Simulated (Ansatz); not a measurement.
Computed with Ansatz on PBE0-D4/def2-TZVP structures; ΔE is electronic, products minus reactants. CCSD(T)/CBS adds triple-zeta CCSD(T) − MP2 to the extrapolated MP2 energy (def2 sets, frozen cores). This one scheme is used for every species. Functionals use def2-TZVPP. B3LYP here is the variant with VWN-RPA as its local correlation; programs differ in this. HSE06 is defined as in plane-wave codes. Each species was taken in one conformer, which may not be the lowest.

`BC[SiH3]` + `[CH3][AlH][OH]` → `B[O][AlH][CH3]` + `C[SiH3]`  (ligand exchange at a B–C bond)

```tsv
level	ΔE (kJ/mol)	difference from CCSD(T)/CBS
LDA (SPW92)	-121.1	1.5
PBE-D4	-118.9	3.7
revPBE-D4	-116.4	6.2
BLYP-D4	-129.2	-6.6
r2SCAN-D4	-124.2	-1.6
B97M-V	-127.9	-5.3
B3LYP-D4	-130.5	-7.9
r2SCANh-D4	-124.5	-1.9
r2SCAN0-D4	-125.0	-2.4
HSE06-D4	-120.7	1.9
BHLYP-D4	-134.0	-11.4
CAM-B3LYP-D4	-133.3	-10.7
ωB97X-V	-125.1	-2.5
ωB97M-V	-124.5	-1.9
B2PLYP	-130.4	-7.8
PBE-QIDH	-122.8	-0.2
PBE	-120.4	2.2
BLYP	-132.7	-10.1
r2SCAN	-124.5	-1.9
PBE0	-121.9	0.7
B3LYP	-133.1	-10.5
r2SCANh	-124.8	-2.2
r2SCAN0	-125.3	-2.7
HSE06	-121.8	0.8
BHLYP	-135.9	-13.3
CAM-B3LYP	-134.6	-12.0
LC-ωPBE	-123.5	-0.9
RPA@PBE/def2-TZVPP	-124.3	-1.7
HF/def2-SVP	-154.7	-32.1
MP2/def2-SVP	-143.9	-21.3
CCSD/def2-SVP	-145.6	-23.0
CCSD(T)/def2-SVP	-145.2	-22.6
HF/def2-TZVPP	-142.3	-19.7
MP2/def2-TZVPP	-122.6	0.0
SCS-MP2/def2-TZVPP	-126.9	-4.3
CCSD/def2-TZVPP	-126.2	-3.6
MP2/def2-QZVPP	-121.9	0.7
SCS-MP2/def2-QZVPP	-126.3	-3.7
HF/CBS(def2)	-143.1	-20.5
CCSD/CBS(def2)	-124.4	-1.8
CCSD(T)/CBS	-122.6	0
```

Problem. What do rigid-rotor, harmonic-oscillator terms from PBE0-D4/def2-TZVP frequencies (298.15 K, 1 bar) make of the CCSD(T)/CBS value? (An estimate is asked.)

Solution. The calculation gave: ΔZPE = +1.0 kJ/mol, ΔH = -120.7 kJ/mol, ΔS = -2 J/(mol·K), ΔG = -120.1 kJ/mol. Modes under 50 cm⁻¹ make the entropy rough.

Largest T1 diagnostic among the species: 0.013.

Leaving LDA and LC-ωPBE aside and taking each functional with its dispersion term where it has one, the values spread over 17.7 kJ/mol, from BHLYP-D4 to revPBE-D4. From BLYP to BHLYP (50 % exact exchange), in def2-TZVPP and without D4, ΔE moves by −3.2 kJ/mol. In def2-TZVPP, CCSD(T) changes the Hartree–Fock value by +18.0 kJ/mol (the triples alone add +1.9 kJ/mol) and MP2 by +19.7 kJ/mol.
